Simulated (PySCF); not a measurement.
O₄Ru, multiplicity 1. Atoms are numbered in the order given.

```xyz
5

Ru     0.0000     0.0000     0.0000
O     -0.9707     0.9707    -0.9707
O      0.9707     0.9707     0.9707
O      0.9707    -0.9707    -0.9707
O     -0.9707    -0.9707     0.9707
```
Charge 0, spin multiplicity 1.

Geometry: r2SCAN-D4/def2-SVP. The multiplicity is an assumed one; other spin states were not compared. The isomer is the one that the SMILES or the coordinates give; other isomers of the formula were not compared. The def2 effective core potentials stand for the cores of Ru; spin–orbit coupling is left out.

All values below come from TDA-ωB97X/def2-SVPD (PySCF).

Vertical excitations; the highest root listed may be one member of a degenerate set. The molecule is in vacuum. State labels are in the subgroup D2.

```csv
state,symmetry,energy (eV),λ (nm),f,main pairs
S1,B3,3.11,398,0.000,HOMO→LUMO+1 (degenerate set)
S2,B2,3.11,398,0.000,"HOMO−1→LUMO+1, HOMO−1→LUMO (degenerate set)"
S3,B1,3.11,398,0.000,HOMO−2→LUMO (degenerate set)
S4,B2,3.73,332,0.007,"HOMO−1→LUMO, HOMO−1→LUMO+1, HOMO−4→LUMO+1, HOMO−4→LUMO (degenerate set)"
S5,B1,3.73,332,0.007,"HOMO−2→LUMO+1, HOMO−5→LUMO (degenerate set)"
S6,B3,3.73,332,0.007,"HOMO→LUMO, HOMO−3→LUMO+1 (degenerate set)"
S7,B2,4.06,305,0.000,"HOMO−4→LUMO, HOMO−4→LUMO+1 (degenerate set)"
S8,B1,4.06,305,0.000,HOMO−5→LUMO+1 (degenerate set)
S9,B3,4.06,305,0.000,HOMO−3→LUMO (degenerate set)
S10,B3,4.95,250,0.017,"HOMO−3→LUMO+1 43 %, HOMO→LUMO 18 %, HOMO−1→LUMO+2 10 %, HOMO−2→LUMO+3 10 %"
T1,B2,2.42,513,0,"HOMO−1→LUMO, HOMO−1→LUMO+1 (degenerate set)"
T2,B1,2.42,513,0,HOMO−2→LUMO+1 (degenerate set)
T3,B3,2.42,513,0,HOMO→LUMO (degenerate set)
T4,B1,2.79,444,0,HOMO−2→LUMO 90 %
```
Triplets are in the Tamm–Dancoff approximation.
